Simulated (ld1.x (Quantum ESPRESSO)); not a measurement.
What one change does to a pseudopotential (molybdenum (Mo), TM)

molybdenum (Mo), norm-conserving Troullier–Martins (Kleinman–Bylander form), made with ld1.x (Quantum ESPRESSO) 7.5 (PBE, scalar-relativistic). Core [Ar] 3d10, reference 4s2 4p6 4d5 5s0 5p0 (charge +1). Waves: 4s (bound): rc 1.45 bohr; 4d (bound): rc 1.50 bohr; 4f channel at 0.25 Ry: rc 2.00 bohr; 4p (bound): rc 2.10 bohr. Local part: the p channel. Core correction: Bessel-smoothed model core inside 1.45 bohr.

Change: wave 4d (bound): rc 1.50 bohr becomes 4d (bound): rc 2.24 bohr.

Cutoffs: the cutoffs (Ry, on a coarse ladder) from which the occupation-weighted sum of valence levels, in a spherical-Bessel basis at the reference potential, stays within 10 and 1 mRy of its value at 400 Ry; they do not see the model core or the augmentation charge, which bear on the density cutoff. Errors are all-electron minus pseudo energies relative to the spin-unpolarised reference configuration.

Question: What does the change do?

Answer: The potential gets neither clearly harder nor softer (70 Ry and 110 Ry → 70 Ry and 110 Ry); the s channel sets the loose cutoff, while the largest relative change is in d, which becomes softer; of the 7 tests that both files solve, the error grows in 1 and shrinks in 1 by more than 15 % and 0.3 meV (median size 106.3 → 106.1 meV); neither file shows a bound ghost.

```tsv
quantity	base	changed
cutoff, loose	70 Ry	70 Ry
cutoff, tight	110 Ry	110 Ry
loose cutoff by channel (10 mRy a level)	s 60 Ry, d 35 Ry, p 21 Ry	s 60 Ry, d 30 Ry, p 21 Ry
bound ghosts	none	none
error for 4s2 4p6 4d5 5s1 5p0, meV [ΔE -6.89 eV]	+228	+229
error for 4s2 4p6 4d4 5s0 5p0, meV [ΔE 15.46 eV]	+8.9	+8.1
error for 4s2 4p6 4d3 5s0 5p0, meV [ΔE 42.21 eV]	+44	+48
error for 4s2 4p6 4d5 5s0.5 5p0, meV [ΔE -4.16 eV]	+130	+130
error for 4s2 4p6 4d2 5s0 5p0, meV [ΔE 81.71 eV]	+116	+153
error for 4s2 4p6 4d6 5s0 5p0, meV [ΔE -6.13 eV]	+2.5	+1.8
error for 4s2 4p6 4d5.5 5s0.5 5p0, meV [ΔE -6.61 eV]	+106	+106
```
